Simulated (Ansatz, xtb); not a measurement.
C6H11Al: which of two structures lies lower

Structure a: `CC[C@@H]1C=C[CH2][AlH]1`, a singlet. Structure b: a singlet given by its coordinates. Both are isolated molecules in the gas phase, relaxed with B3LYP/def2-SVP; the shapes shown needn't be the lowest conformers.

a (Å):

```xyz
18

C    -1.0713   -2.7759   -1.7079
C    -1.1901   -1.3096   -1.2891
C    -0.1670   -0.8794   -0.2159
C    -0.3758    0.5445    0.2726
C     0.6273    1.4392    0.3747
C     2.0566    1.0838    0.0110
Al    1.7725   -0.7576   -0.6391
H    -0.0861   -2.9955   -2.1538
H    -1.1935   -3.4485   -0.8420
H    -1.8390   -3.0481   -2.4501
H    -2.2155   -1.1274   -0.9118
H    -1.0937   -0.6625   -2.1806
H    -0.3022   -1.5672    0.6475
H    -1.3964    0.8518    0.5449
H     0.4037    2.4529    0.7340
H     2.4862    1.8033   -0.7111
H     2.7238    1.1439    0.8936
H     2.7870   -1.8030   -1.2751
```

b (Å):

```tsv
atom	x (Å)	y (Å)	z (Å)
C	0.2615	-1.7497	-0.0733
C	-1.0649	-1.0539	-0.1483
C	-1.2390	0.2011	-0.6243
C	-0.0696	1.1148	-0.8891
C	1.1635	0.6603	-0.0933
C	1.4709	-0.8227	-0.3504
Al	-0.2954	-2.8822	-1.6095
H	-1.3089	-4.0856	-1.3948
H	0.1951	-2.4569	-3.0580
H	0.3494	-2.3127	0.8705
H	-1.9527	-1.6220	0.1630
H	-2.2523	0.6021	-0.7310
H	-0.3457	2.1488	-0.6191
H	0.1666	1.1481	-1.9704
H	0.9700	0.8187	0.9822
H	2.0374	1.2793	-0.3549
H	2.3255	-1.1480	0.2647
H	1.8079	-0.9167	-1.3989
```

Close contacts (Å): C1–C2 1.50, C1–C6 1.55, C1–Al7 1.99, C2–C3 1.35, C2–Al7 2.46, C3–C4 1.51, C4–C5 1.54, C5–C6 1.54, C1–H10 1.10, C2–H11 1.10, C3–H12 1.09, C4–H13 1.10, C4–H14 1.11, C5–H15 1.10, C5–H16 1.10, C6–H17 1.10, C6–H18 1.11, Al7–H8 1.59.

Quicker runs give these differences E(b) − E(a): GFN2-xTB −21.83 kcal/mol; HF/STO-3G +0.99 kcal/mol (at GFN2-xTB geometries); r2SCAN-D4/def2-SVP −1.03 kcal/mol (at GFN2-xTB geometries).

Question: Which of the two would you expect CCSD(T)/def2-SVP + ΔMP2/def2-TZVPP electronic energies to favour?

Answer: Not settled: CCSD(T)/def2-SVP + ΔMP2/def2-TZVPP gives E(b) − E(a) = +1.11 kcal/mol, but this leans on the basis-set step: CCSD(T) alone gives −0.92 kcal/mol.

Level by level:

```
                             level        geometry  E(b) − E(a) (kcal/mol)  departure from the last row (kcal/mol)  job, with rough time for the two
                          GFN2-xTB        GFN2-xTB                    −21.83                                  −22.94              optimisation, 0.66 s
                         HF/STO-3G        GFN2-xTB                     +0.99                                   −0.13               single point, 1.2 s
                r2SCAN-D4/def2-SVP        GFN2-xTB                     −1.03                                   −2.14               single point, 6.9 s
                    B3LYP/def2-SVP  B3LYP/def2-SVP                     +0.03                                   −1.09             optimisation, 3.8 min
                       HF/def2-SVP  B3LYP/def2-SVP                     +1.18                                   +0.06           part of the CCSD(T) run
                      MP2/def2-SVP  B3LYP/def2-SVP                     −1.31                                   −2.42           part of the CCSD(T) run
                  CCSD(T)/def2-SVP  B3LYP/def2-SVP                     −0.92                                   −2.03                      single point
CCSD(T)/def2-SVP + ΔMP2/def2-TZVPP  B3LYP/def2-SVP                     +1.11                                                     single point, 2.7 min
```

GFN2-xTB, r2SCAN-D4/def2-SVP, MP2/def2-SVP, CCSD(T)/def2-SVP put the two in the other order. B3LYP/def2-SVP finds them nearly level. The largest departure from CCSD(T)/def2-SVP + ΔMP2/def2-TZVPP is that of GFN2-xTB, 22.94 kcal/mol. The last row adds to CCSD(T) the change of the MP2 difference between the two basis sets, here +2.03 kcal/mol.

With thermal terms from frequencies at re-optimised GFN2-xTB minima (ideal gas, soft modes damped towards free rotors, one conformer each, 298.15 K, 1 atm): the zero-point term adds −0.65 kcal/mol; ΔH is +0.11 and ΔG +0.76 kcal/mol.

The correlated steps freeze 11 core orbitals. Mirror images aren't counted in ΔG. Programs: Ansatz 0.2.0, xtb 6.7.1; the last row on 2 threads of Intel(R) Xeon(R) Processor @ 2.70GHz on a shared host.
